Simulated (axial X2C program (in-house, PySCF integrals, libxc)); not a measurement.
**Levels of NaCs⁻ by electron attachment to NaCs (EOM-EA-CCSD)**

Computed with an in-house all-electron X2C program for linear molecules (integrals from PySCF): two-component X2C with atomic mean-field Coulomb and Gaunt terms, Gaussian nuclei, basis Cs dyall-acv3z, Na dyall-acv3z with contracted cores.

R = 4.246 Å (1.090 times 3.895 Å, the PBE0 minimum at charge 0 for the lowest determinant).

Levels of NaCs⁻ obtained by attaching an electron to NaCs:

```
  Ω  binding energy (eV)  above lowest (cm⁻¹)                  attached spinor  one-particle weight
1/2                0.435                    0  44% Cs pσ, 30% Cs sσ, 16% Na pσ                 0.94
1/2               -0.034                 3780             85% Cs pπ, 10% Na pπ                 0.98
3/2               -0.039                 3822             86% Cs pπ, 10% Na pπ                 0.98
1/2               -0.056                 3959             47% Cs sσ, 43% Cs pσ                 0.99
1/2               -0.154                 4752             51% Cs pσ, 41% Cs sσ                 0.99
1/2               -0.240                 5444             82% Cs pπ, 17% Na pπ                 0.97
3/2               -0.248                 5507             80% Cs pπ, 19% Na pπ                 0.97
```

**Question.** Take the first Ω = 1/2 and Ω = 3/2 rows of π character: how far apart are they, and which lies lower?

**Answer.** E(3/2) − E(1/2) = 3822 − 3780 = 42 cm⁻¹ at EOM-EA-CCSD: regular, Ω = 1/2 lower. Splittings at this level can be off by ten to twenty per cent.

Negative binding energies belong to unbound states, resonances or levels that the basis set holds; within some tenths of an eV of zero the sign is not settled.

This point took 27 s on 1 thread of Arm Neoverse V2 (shared host).

Reference electrons by ω block (each with its −ω partner): 1/2: 22, 3/2: 9, 5/2: 2. 18 electrons of NaCs correlated (inner shells frozen), 84 natural virtual spinors (a truncated set); levels can be off by some tenths of an eV. Roots sought by Ω: (1/2: 5, 3/2: 4, 5/2: 2, 7/2: 1); rows need 60 % one-particle weight and stop where some Ω has no more roots. Missing are any skipped roots, higher Ω and states of a further excitation; these come out far too high here and may in truth be low or lowest. T1 of the reference 0.012 (Lee–Taylor). Number of frozen shells: Cs 4 s, 3 p, 2 d; Na 1 s.
